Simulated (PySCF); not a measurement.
HO₂Si, SMILES [Si](=O)=[OH+], charge +1. Atoms are numbered in the order given.

```xyz
4

O     -0.0038    -1.5792     0.0000
Si     0.0215    -0.0854     0.0000
O     -0.0915     1.4477     0.0000
H      0.4620     2.2468     0.0000
```
Charge +1, spin multiplicity 1.

Coordinates come from a B3LYP-D3(BJ)/def2-TZVP optimisation. The isomer is the one that the SMILES or the coordinates give; other isomers of the formula were not compared.

Level of theory: r2SCAN/def2-TZVPD (PySCF).

Symmetry labels are those of the subgroup Cs that the program uses (full group Cs).

Computed valence orbital energies around the gap with their symmetry:
```
orbital  symmetry  energy (eV)
-------  --------  -----------
HOMO−7         A'       -35.72
HOMO−6         A'       -32.38
HOMO−5         A'       -23.82
HOMO−4         A'       -18.41
HOMO−3         A"       -17.95
HOMO−2         A'       -17.21
HOMO−1         A'       -15.54
HOMO           A"       -15.50
LUMO           A'       -11.23
LUMO+1         A'        -8.33
LUMO+2         A"        -8.03
LUMO+3         A'        -4.76
```
